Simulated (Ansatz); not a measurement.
Harmonic frequencies (cm⁻¹) at PBE0-D4/def2-TZVP from Ansatz: 186, 267, 305, 476, 566, 802, 881, 1014, 1031, 1125, 1138, 1168, 1203, 1296, 1354, 1408, 1465, 1484, 1530, 3056, 3129, 3133, 3150, 3155.

Question: Which molecule is it?
A. `FC(F)[C@H]1O[C@H]1F`
B. `FC1CCO1`
C. `CC1(F)CO1`
D. `C[C@@H]1O[C@H]1F`

Answer: D.
